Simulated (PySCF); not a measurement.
**From computed data to an observable: chemical shift, span and skew from a shielding tensor**

Si(Cl)(OH)2(NH2) (ClH4NO2Si), SMILES O[Si](N)(Cl)O. Atoms are numbered in the order given.

```xyz
9

N      1.7907    -0.3043    -0.1573
Si     0.1232    -0.0229    -0.3382
O     -0.2374     1.3786    -1.1319
O     -0.6258    -1.2068    -1.2004
Cl    -0.6168     0.0676     1.5935
H      2.1316    -0.7294     0.6962
H      2.3545    -0.5584    -0.9605
H      0.1231     2.1847    -0.7510
H     -1.4781    -0.9697    -1.5792
```
Charge 0, spin multiplicity 1.

Coordinates come from a PBE0-D3(BJ)/def2-SVP optimisation. This is a generated structure with no PubChem entry under its InChIKey; it may be hypothetical. Other conformers were not sampled.

GIAO shieldings from PBE/pcSseg-1 in PySCF, non-relativistic, no solvent. The symmetric part of the tensor of N1 has the principal values 193.2, 222.9, 272.1 ppm. The same nucleus in NH3 has σ = 267.0 ppm at this level (PySCF, at its B3LYP-D3(BJ)/def2-TZVP geometry). Without spin–orbit terms, shifts of atoms bonded to Cl or Br come out too high.

### Question
Work out the isotropic shielding, the ¹⁵N shift against NH3, the span and the skew.

### Answer

σ(iso) = (σ11 + σ22 + σ33)/3 = 229.4 ppm. δ = σ(ref) − σ(iso) = 267.0 − (229.4) = 37.6 ppm.
Span Ω = σ33 − σ11 = 78.9 ppm. Skew κ = 3(σ(iso) − σ22)/Ω = 0.25. Tumbling in solution averages the tensor to δ; in a static solid the shielding alone would spread this spin-1/2 line over Ω.
